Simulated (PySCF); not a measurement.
B3LYP has the VWN-RPA correlation part, as in Gaussian. Delta-SCF ions had no search for a lower state. 

Cartesian coordinates (Å):
SMILES: [OH][Al]([OH])[SH]
```xyz
7

O     -1.6886    -0.6402    -0.0126
Al    -0.1090    -0.0336    -0.0016
O      0.1599     1.6350    -0.0510
S      1.6241    -1.3535     0.0756
H     -1.9271    -1.5670     0.0144
H     -0.5469     2.2814    -0.0853
H      2.4876    -0.3220     0.0605
```
Charge 0, multiplicity 1.

What is the computed vertical ionisation energy (Delta-SCF), LUMO and total energy (B3LYP-D3(BJ)/def2-TZVP (PySCF 2.14.0))?


The vertical ionisation energy (Delta-SCF) is 10.05 eV. The LUMO is -0.81 eV. The total energy is -793.1812 Ha.
